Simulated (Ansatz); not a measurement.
CH6FNOSi can be A, `NC(F)O[SiH3]`, or B, `N[SiH](F)CO`.

Isolated molecules relaxed with PBE0-D4/def2-TZVP in Ansatz; ΔE leaves out vibrations. CCSD(T)/CBS is the MP2 limit (def2-TZVPP, def2-QZVPP) plus CCSD(T) − MP2 in def2-TZVPP, frozen cores. DFT in def2-TZVPP. B3LYP here is the variant with VWN-RPA as its local correlation; programs differ in this. One conformer a species, not always the lowest.

A:

```xyz
11

N    -1.320    0.302    1.542
C    -0.141    0.290    0.791
F     0.733   -0.754    1.174
O    -0.443    0.106   -0.529
Si    0.700   -0.201   -1.694
H    -1.875   -0.525    1.363
H    -1.134    0.398    2.530
H     0.441    1.202    0.966
H     1.135   -1.617   -1.680
H     0.029    0.111   -2.977
H     1.874    0.687   -1.486
```

B:

```xyz
11

N     0.289   -0.699   -1.550
Si    0.106    0.720   -0.646
F     1.453    1.579   -0.480
C    -0.469    0.199    1.065
O     0.238   -0.983    1.420
H     0.496   -0.706   -2.534
H     0.610   -1.532   -1.080
H    -0.845    1.640   -1.312
H    -1.555    0.028    1.037
H    -0.285    1.013    1.781
H    -0.037   -1.259    2.297
```

Q: Which isomer does CCSD(T)/CBS put lower? Give the gap. (Best estimate.)

A: Ansatz gave: B, by 41.8 kcal/mol.

Q: Give E(B) − E(A) in kcal/mol with LDA (SPW92), B2PLYP, CCSD/def2-TZVPP, BLYP-D4, ωB97M-V, PBE0-D4, B3LYP-D4. (Estimate.)

A: Ansatz gave: LDA (SPW92) -35.6, B2PLYP -39.5, CCSD/def2-TZVPP -39.7, BLYP-D4 -38.2, ωB97M-V -39.5, PBE0-D4 -38.7, B3LYP-D4 -38.9. None reverses the order clearly.

Q: Does the order hold for the free energy at 298.15 K (harmonic terms from PBE0-D4)? (An estimate is asked.)

A: The calculation gave: Yes: G(B) − G(A) = -40.2 kcal/mol, for one conformer each. Modes under 60 cm⁻¹, often nearly free rotors, make the harmonic entropy too high.

Largest T1 diagnostic: 0.012.

From BLYP to BHLYP (50 % exact exchange), in def2-TZVPP and without D4, E(B) − E(A) moves by −1.2 kcal/mol. Leaving LDA and LC-ωPBE aside and taking each functional with its dispersion term where it has one, the values, not all of them listed here, spread over 2.3 kcal/mol, from PBE-QIDH to ωB97X-V. LDA lies +1.8 kcal/mol from PBE without D4.
